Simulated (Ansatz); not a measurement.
The lowest singlet and triplet of H3NSi (SMILES [N][SiH3]); geometries from B3LYP-D3(BJ)/def2-TZVP, each state relaxed from the structure named, with no frequency check, low spin by broken symmetry.
Singlet (charge 0, multiplicity 1):
```json
[
 {"atom": "N", "x (Å)": "1.3127", "y (Å)": "-0.0078", "z (Å)": "-0.1486"},
 {"atom": "Si", "x (Å)": "-0.4565", "y (Å)": "0.0027", "z (Å)": "0.0517"},
 {"atom": "H", "x (Å)": "-0.9337", "y (Å)": "1.4073", "z (Å)": "0.0232"},
 {"atom": "H", "x (Å)": "-0.7953", "y (Å)": "-0.6243", "z (Å)": "1.3529"},
 {"atom": "H", "x (Å)": "-1.0692", "y (Å)": "-0.7663", "z (Å)": "-1.0594"}
]
```
Triplet (charge 0, multiplicity 3):
```xyz
5

N      1.31794    -0.00786    -0.14912
Si    -0.45915     0.00274     0.05195
H     -0.93343     1.40726     0.02313
H     -0.79510    -0.62430     1.35288
H     -1.06890    -0.76627    -1.05949
```

```tsv
level	gap E(singlet) − E(triplet), adiabatic (kcal/mol)
R-HF/cc-pV(D+d)Z	62.02
R-HF/cc-pV(T+d)Z	61.44
R-SVWN5/def2-TZVPP	40.73
U-SVWN5/def2-TZVPP (spin-contaminated)	14.27
R-PBE/def2-TZVPP	43.60
U-PBE/def2-TZVPP (spin-contaminated)	10.77
U-r2SCAN/def2-TZVPP (spin-contaminated)	9.88
R-B3LYP/def2-TZVPP	43.48
U-B3LYP/def2-TZVPP (spin-contaminated)	11.05
U-PBE0/def2-TZVPP (spin-contaminated)	12.04
U-BHLYP/def2-TZVPP (spin-contaminated)	11.73
R-wB97X-V/def2-TZVPP	42.64
U-wB97X-V/def2-TZVPP (spin-contaminated)	12.28
R-wB97M-V/def2-TZVPP	41.08
U-wB97M-V/def2-TZVPP (spin-contaminated)	15.86
R-B2PLYP/def2-TZVPP	44.67
U-B2PLYP/def2-TZVPP (spin-contaminated)	12.83
R-MP2/cc-pV(D+d)Z	50.68
R-MP2/cc-pV(T+d)Z	47.64
R-MP2/cc-pV(Q+d)Z	46.25
R-SCS-MP2/cc-pV(D+d)Z	46.73
R-SCS-MP2/cc-pV(T+d)Z	42.58
R-SCS-MP2/cc-pV(Q+d)Z	40.84
R-CCSD/cc-pV(D+d)Z	44.93
R-CCSD/cc-pV(T+d)Z	42.66
R-CCSD/cc-pV(Q+d)Z	41.69
R-CCSD(T)/cc-pV(D+d)Z	42.46
R-CCSD(T)/cc-pV(T+d)Z	40.10
R-CCSD(T)/cc-pV(Q+d)Z	39.09
R-CCSDT/cc-pV(D+d)Z	37.55
R-CCSDT(Q)/cc-pV(D+d)Z	36.24
SA-CASSCF(2,2)/cc-pV(D+d)Z	39.49
SA-CASSCF(2,2)/cc-pV(T+d)Z	38.08
SA-CASSCF(2,2)/cc-pV(Q+d)Z	37.75
SC-NEVPT2 on SA-CASSCF(2,2)/cc-pV(D+d)Z	37.26
SC-NEVPT2 on SA-CASSCF(2,2)/cc-pV(T+d)Z	34.08
SC-NEVPT2 on SA-CASSCF(2,2)/cc-pV(Q+d)Z	32.91
FIC-NEVPT4(SD) on SA-CASSCF(2,2)/cc-pV(T+d)Z	34.16
FIC-MRCISD+Q on SA-CASSCF(2,2)/cc-pV(D+d)Z	36.64
FIC-MRCISD+Q on SA-CASSCF(2,2)/cc-pV(T+d)Z	33.63
```

The rows run from 9.88 (U-r2SCAN/def2-TZVPP (spin-contaminated)) to 62.02 kcal/mol (R-HF/cc-pV(D+d)Z). In cc-pV(Q+d)Z the value moves R-MP2 46.25, R-CCSD 41.69, R-CCSD(T) 39.09, a shift of -7.16 from R-MP2 to R-CCSD(T). From cc-pV(D+d)Z to cc-pV(Q+d)Z R-CCSD(T) changes by -3.37. The 6 R-functionals in def2-TZVPP without D3 or D4 span 3.94, from R-SVWN5 to R-B2PLYP.

A positive gap puts the triplet lower; no zero-point energy. R- takes a restricted singlet, here one determinant of a half-filled degenerate or near-degenerate pair, which mixes singlet states. U- takes an unrestricted singlet (broken symmetry where lower, unprojected). The triplet is unrestricted in single-reference levels. Active spaces average the two states.

Frozen-core correlation.

Doubts at one or more of the structures used: a restricted determinant that unrestricted orbitals would lower (R-HF/cc-pV(D+d)Z, R-HF/cc-pV(T+d)Z, R-SVWN5/def2-TZVPP, R-PBE/def2-TZVPP, R-B3LYP/def2-TZVPP, R-wB97X-V/def2-TZVPP, R-wB97M-V/def2-TZVPP, R-B2PLYP/def2-TZVPP, R-MP2/cc-pV(D+d)Z, R-MP2/cc-pV(T+d)Z, R-MP2/cc-pV(Q+d)Z, R-SCS-MP2/cc-pV(D+d)Z, R-SCS-MP2/cc-pV(T+d)Z, R-SCS-MP2/cc-pV(Q+d)Z, R-CCSD/cc-pV(D+d)Z, R-CCSD/cc-pV(T+d)Z, R-CCSD/cc-pV(Q+d)Z, R-CCSD(T)/cc-pV(D+d)Z, R-CCSD(T)/cc-pV(T+d)Z, R-CCSD(T)/cc-pV(Q+d)Z, R-CCSDT/cc-pV(D+d)Z, R-CCSDT(Q)/cc-pV(D+d)Z); other coupled-cluster roots lie near (R-CCSDT/cc-pV(D+d)Z, R-CCSDT(Q)/cc-pV(D+d)Z).

Run with Ansatz (a first-principles code) with Gaussian orbitals. Each number belongs to the level named beside it.
